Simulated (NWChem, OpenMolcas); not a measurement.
AlClF2 (SMILES [F][Al]([F])[Cl]): the vertical ionisation energy from total energies

AlClF2: 4 atoms, total charge 0, spin state singlet. As SMILES, `[F][Al]([F])[Cl]`. The coordinates come from a PBE0-D4/def2-TZVP relaxation.

Both states at this one shape; open shells run unrestricted unless said. 1 Eh = 27.2114 eV.

```
                               level     program  singlet AlClF2 (Eh)  doublet [AlClF2]+ (Eh)
             BP86/ANO-RCC-VDZ (DKH2)  OpenMolcas          -904.629729             -904.158935
            BP86/ANO-RCC-VTZP (DKH2)  OpenMolcas          -904.771064             -904.317354
MP2/pcseg-2, 12 core orbitals frozen      NWChem          -901.364807             -900.894876
```

Problem. Work out the vertical ionisation energy at each level.

Solution. 
1. BP86/ANO-RCC-VDZ (DKH2): -904.158935 − (-904.629729) = 0.470794 Eh = 12.81 eV.
2. BP86/ANO-RCC-VTZP (DKH2): -904.317354 − (-904.771064) = 0.453710 Eh = 12.35 eV.
3. MP2/pcseg-2: -900.894876 − (-901.364807) = 0.469931 Eh = 12.79 eV.

No measured value is set beside it here; the levels span 12.35 to 12.81 eV.
